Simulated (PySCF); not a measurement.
A calculated (BP86, PySCF 2.14, ANO-RCC-VTZP, scalar relativity by spin-free X2C-1e) atom or ion has these occupied shells.

```
shell  electrons  orbital energy (eV)  rms radius, mean of both spins (bohr)
 1s α          1             -12496.1                                 0.0508
 1s β          1             -12496.0                                 0.0508
 2s α          1              -1607.9                                  0.212
 2s β          1              -1607.9                                  0.212
 2p α          3              -1414.9                                  0.189
 2p β          3              -1414.8                                  0.189
 3s α          1              -213.76                                  0.616
 3s β          1              -213.64                                  0.616
 3p α          3              -153.32                                  0.638
 3p β          3              -153.19                                  0.638
 3d α          5              -53.631                                  0.705
 3d β          5              -53.432                                  0.705
 4s α          1              -18.040                                   1.93
 4s β          1              -16.429                                   1.93
 4p α          3               -7.208                                   2.50
 4p β          1               -5.856                                   2.50
```

Name the element and its charge.

Se (selenium, neutral), in [Ar] 3d10 4s2 4p4, high-spin 3P determinant.
